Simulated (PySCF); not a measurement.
## Ionisation energy of Ca⁺ by level of theory

Ca⁺ [Ar] 4s1 (2S) → Ca²⁺ [Ar] (1S), as a difference of total energies. Calculation: PySCF 2.14, in pcseg-2 (6s4p3d, 33 functions); no relativity, point nucleus. The calculations carry no spin-orbit coupling.

```csv
method,ionisation energy (eV),difference from reference (eV)
UHF,11.317,-0.555
r2SCAN,11.674,-0.198
M06-2X,11.826,-0.046
```

Reference: 11.872 eV (measured; NIST Atomic Spectra Database, ionization energies).

These non-relativistic numbers lack the scalar-relativistic shift.
